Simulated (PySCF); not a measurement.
BiF₂, SMILES [Bi+]([F])[F] (connectivity only; charge and spin as stated), charge +1, multiplicity 1.

The structure is a stationary point at PBE-D3(BJ)/def2-TZVP. The multiplicity is an assumed one; other spin states were not compared. The isomer is the one that the SMILES or the coordinates give; other isomers of the formula were not compared. The def2 effective core potentials stand for the cores of Bi; spin–orbit coupling is left out.

The numbers are results of PBE-D3(BJ)/def2-TZVP in PySCF 2.14.0, not measurements.

Frequencies are harmonic and unscaled.

Computed vibrational spectrum:
```csv
mode,ν (cm⁻¹),IR (km/mol),moving atoms (share of kinetic energy)
1,180,6.3,F 93 %
2,623,67.4,"F 91 %, Bi 9 %"
3,633,35.6,F 92 %
```
